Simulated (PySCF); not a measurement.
# How methods differ on the ionisation energy of O+

O+ [He] 2s2 2p3 (4S) → O(2+) [He] 2s2 2p2 (3P), as a difference of total energies. Computed with PySCF 2.14 in x2c-SVPall (3s2p1d, 14 functions), with the spin-free X2C one-electron Hamiltonian (Gaussian nucleus). Correlated levels: valence: 1s2 frozen. The calculations carry no spin-orbit coupling.

| method | ionisation energy (eV) |
| --- | --- |
| UHF | 34.716 |
| PBE | 35.449 |
| MN15 | 35.372 |
| MP2 (valence) | 35.100 |
| SCS-MP2 (valence) | 34.902 |
| CCSD (valence) | 34.888 |
| CCSD(T) (valence) | 34.887 |

Errors of the correlated levels include the incompleteness of this basis and the frozen core.

Question: Which method comes closest to the reference value, and which is furthest?

Answer: The reference is 35.121 eV (measured; NIST Atomic Spectra Database, ionization energies). Closest: MP2 (valence) (error -0.021 eV); furthest: UHF (error -0.405 eV).
